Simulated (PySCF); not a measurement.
These are B3LYP-D3(BJ)/def2-TZVP // BP86-D3(BJ)/def2-SVP (PySCF) values and carry that method's errors. All species are isolated molecules in the gas phase. One relaxed conformer stands for a flexible species; it need not be the lowest. B3LYP has the VWN-RPA correlation part, as in Gaussian. 

Reference species: [Ti(Cl)2(OH)2] (neutral, multiplicity 1).

| Quantity | Value |
|---|---|
| mean distance from the central atom to its bonded neighbours | 1.987 Å |
| LUMO | -2.81 eV |
| HOMO–LUMO gap | 5.75 eV |
| coordination number | 4 |

Changed species: [Ti(Cl)(OH)3] (3 of 4 Cl replaced by OH; the reference has 2 of 4 Cl replaced by OH).

Q: What does the change do to the mean distance from the central atom to its bonded neighbours, LUMO, HOMO–LUMO gap and coordination number?

A: the mean distance from the central atom to its bonded neighbours drops by 0.086 Å, to 1.901 Å; the LUMO increases by 0.60 eV, to -2.21 eV; the HOMO–LUMO gap increases by 0.42 eV, to 6.17 eV; the coordination number hardly moves.
